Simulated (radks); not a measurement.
Results of a calculation; reference values are marked as such.
Spherical quantum dot in the effective-mass picture: electrons in a parabolic well V = omega^2 r^2 / 2 with omega = 2.71, all in effective atomic units (hartree* = m*/eps^2 hartree, bohr* = eps/m* bohr), one dielectric constant everywhere. Level of theory: non-relativistic Kohn-Sham, exchange-only LDA, spin-polarised, spherical densities (a radial shooting solver with Libxc functionals). Levels are named by radial order and angular momentum (1s, 1p, 1d, 2s, ...), and open shells are averaged over m.

N = 26, configuration 1s2 1p6 1d10 2s2 1f(up 6, down 0). This is the lowest configuration that the search found. Occupied and some empty levels:

| level | occupation | eigenvalue (hartree*) | <r> (bohr*) |
|---|---|---|---|
| 1s up | 1 | 23.730 | 0.9347 |
| 1s down | 1 | 23.805 | 0.9204 |
| 1p up | 3 | 25.202 | 1.191 |
| 1p down | 3 | 25.321 | 1.181 |
| 1d up | 5 | 26.809 | 1.376 |
| 1d down | 5 | 26.954 | 1.371 |
| 2s up | 1 | 27.049 | 1.220 |
| 2s down | 1 | 27.157 | 1.225 |
| 1f up | 6 | 28.541 | 1.523 |
| 1f down | 0 | 28.699 | 1.522 |
| 2p up | 0 | 28.926 | 1.375 |
| 2p down | 0 | 29.032 | 1.379 |
| 1g up | 0 | 30.386 | 1.648 |
| 1g down | 0 | 30.546 | 1.650 |
| 2d up | 0 | 30.878 | 1.518 |
| 2d down | 0 | 30.987 | 1.520 |

Energy (hartree*): total 470.064, kinetic 76.840, external 182.30, Hartree 229.50, exchange-correlation -18.574.

Electron density:

| r (bohr*) | n(r) (e/bohr*^3) |
|---|---|
| 0.125 | 1.792 |
| 0.333 | 1.559 |
| 0.541 | 1.334 |
| 0.750 | 1.284 |
| 0.958 | 1.349 |
| 1.17 | 1.322 |
| 1.38 | 1.077 |
| 1.58 | 0.6913 |
| 1.79 | 0.3402 |
| 2.00 | 0.1257 |
| 2.21 | 0.03499 |
| 2.42 | 0.007305 |
| 2.62 | 0.001134 |
